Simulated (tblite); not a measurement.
Compound: C7H6N2O.
Numbering: `[CH:1]#[C:2][c:3]1[cH:4][n:5][n:6][cH:7][c:8]1[O:9][CH3:10]` (hydrogens: H11 on C1; H12 on C4; H13 on C7; H14, H15, H16 on C10)

Structure used (GFN2-xTB), in Å, numbered top down from 1:
```
atom  x, y, z in Å
C1    -1.165    3.009   -0.531
C2    -0.409    2.087   -0.395
C3     0.501    1.020   -0.239
C4     1.882    1.208   -0.365
N5     2.761    0.237   -0.226
N6     2.363   -0.968    0.042
C7     1.083   -1.248    0.181
C8     0.071   -0.287    0.053
O9    -1.250   -0.508    0.183
C10   -1.690   -1.816    0.473
H11   -1.832    3.810   -0.649
H12    2.284    2.186   -0.586
H13    0.869   -2.283    0.404
H14   -1.405   -2.517   -0.316
H15   -2.775   -1.753    0.528
H16   -1.296   -2.166    1.432
```

Computed values, GFN2-xTB/tblite, gas phase, harmonic and unscaled. Errors from tens to a few hundred cm⁻¹ against measured bands are possible. One conformer, not necessarily the lowest.

Harmonic wavenumbers (cm⁻¹): 100.5, 105.2, 108.7, 186.0, 234.3, 236.7, 303.8, 366.6, 436.7, 449.4, 517.9, 554.5, 597.7, 659.9, 666.9, 726.7, 772.4, 850.6, 855.4, 893.5, 1050.7, 1106.6, 1119.8, 1152.4, 1169.5, 1221.8, 1238.1, 1280.7, 1349.4, 1402.2, 1442.8, 1466.8, 1474.6, 1492.1, 1509.8, 2251.3, 2948.8, 2959.8, 3036.2, 3078.4, 3082.0, 3396.6.

A = 1634, B = 1519, C = 791.3 MHz; mass 134.048 u (most abundant isotopes); point group Cs, symmetry number 1.

**Question.** Zero-point energy?

**Answer.** ½Σν̃ = 24927 cm⁻¹ = 71.27 kcal/mol.

**Question.** Give the ideal-gas entropy at 298.15 K and 1 bar in the rigid-rotor, harmonic-oscillator model (classical rotation).

**Answer.** Translation 40.62, rotation 29.48, vibration 23.95: S = 94.1 cal/(mol K).

**Question.** And Cp and H(298.15 K) − H(0)?

**Answer.** Cp = 35.97 cal/(mol K), of which vibrations give 28.03 (their classical limit is 42 R = 83.5); H(298.15 K) − H(0) = 6.43 kcal/mol without the zero-point energy, 4.06 from vibrations.

**Question.** Which modes carry the vibrational entropy at 298.15 K?

**Answer.** 100.5 cm⁻¹: 3.44; 105.2 cm⁻¹: 3.36; 108.7 cm⁻¹: 3.29; 186.0 cm⁻¹: 2.27; 234.3 cm⁻¹: 1.85; 236.7 cm⁻¹: 1.83 cal/(mol K); the other 36 give 7.92 together.

**Question.** What must be added to the electronic energy to get the Gibbs energy at 298.15 K and 1 bar?

**Answer.** ZPE + [H(298.15 K) − H(0)] − T·S = 71.27 + 6.43 − 28.04 = 49.66 kcal/mol.

**Question.** How do the functions run with temperature in this model?

**Answer.** 
```tsv
T (K)	S (cal/(mol K))	Cp (cal/(mol K))	H − H(0) (kcal/mol)	G − H(0) (kcal/mol)	ln q(vib)
50	57.2	11.4	0.45	-2.41	0.16
100	66.9	16.9	1.16	-5.53	0.91
373.15	102.8	42.5	9.37	-29.00	6.94
500	116.6	51.8	15.38	-42.94	9.87
750	140.2	64.2	30.02	-75.14	15.45
1000	159.8	71.9	47.11	-112.71	20.60
```

q(vib) and H(0) count from the zero-point level.

**Question.** Blend soft modes into free rotors: weight 1/[1 + (100 cm⁻¹/ν̃)⁴] for the oscillator and the rest for a rotor with moment μB/(μ + B), μ = h/(8π²ν), B = 10⁻⁴⁴ kg m². What vibrational entropy results?

**Answer.** 23.21 cal/(mol K) in place of 23.95, which changes −T·S at 298.15 K by +0.22 kcal/mol.

Hindered rotation and anharmonicity are outside this model. Other conformers, if any are populated, would add a mixing term that is left out.
